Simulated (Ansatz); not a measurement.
Species: CH$_{4}$NO$_{2}$Si, SMILES `NC(=O)[SiH2][O-]` (H–N–C–Si torsion 180°, O–C–Si–O torsion 180°) (charge -1, multiplicity 1), formula CH4NO2Si.

How many basis functions does frozen-core CCSD(T)/def2-TZVPD // CAM-B3LYP-D3(BJ)/def2-TZVPD run with Ansatz (an electronic-structure program) use, how many core orbitals are frozen, and how many electrons are correlated?

233 basis functions and 9 frozen orbitals, which leaves 30 correlated electrons. Core time is of the order of minutes.
